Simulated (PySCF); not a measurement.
## Vertical excitation energies

Compound: C5H9NOSi.
InChI=1S/C5H9NOSi/c1-8-3-2-5(4-6)7-8/h5,8H,2-3H2,1H3/t5-,8-/m1/s1

The calculation used TDDFT wB97X-D/def2-SVPD, vertical, gas phase, core orbitals frozen in the response in PySCF. Geometry: PBE0-D3(BJ)/def2-SVP, one conformer, isolated molecule.

**Question.** Predict the UV-vis stick spectrum at this level.

**Answer.** 

| state | E (eV) | E (hartree) | f | main configurations (H = HOMO, L = LUMO) |
| --- | --- | --- | --- | --- |
| S1 | 7.47 | 0.2746 | 0.0009 | H-2→L (21%), H→L (16%), H-2→L+1 (12%) |
| S2 | 7.59 | 0.2788 | 0.0039 | H→L (44%), H→L+1 (24%) |
| S3 | 7.95 | 0.2923 | 0.0036 | H→L+1 (18%), H-4→L+3 (12%), H→L+3 (11%) |
| S4 | 8.00 | 0.2942 | 0.0013 | H-2→L+3 (11%), H-2→L (9%) |
| S5 | 8.15 | 0.2994 | 0.027 | H-1→L (52%), H-1→L+1 (23%) |
| S6 | 8.28 | 0.3042 | 0.0046 | H→L+1 (28%), H→L (15%), H-3→L (11%) |

The lowest singlet lies at 7.47 eV (166 nm, vacuum ultraviolet) and is very weak; its leading configuration is HOMO-2→LUMO (21%). The most intense listed level is S5 at 8.15 eV (152 nm, f = 0.027), 0.67 eV above S1. Löwdin shares by element: HOMO oxygen 42%, silicon 14%, hydrogen 12% or more, carbon 11% or more (atoms not listed hold the other 21%); LUMO carbon 13% or more, nitrogen 13%, oxygen 12%, silicon 12% (atoms not listed hold the other 50%). Of the 6 states listed, 1 reaches f = 0.01 and none stays under 0.0005. The listed states span 0.81 eV, and the widest gap between neighbours is 0.37 eV (S2 to S3). Weighted by f, the mean energy of these states is 8.07 eV. Only the lowest 6 singlets were computed, as vertical energies without vibronic structure.
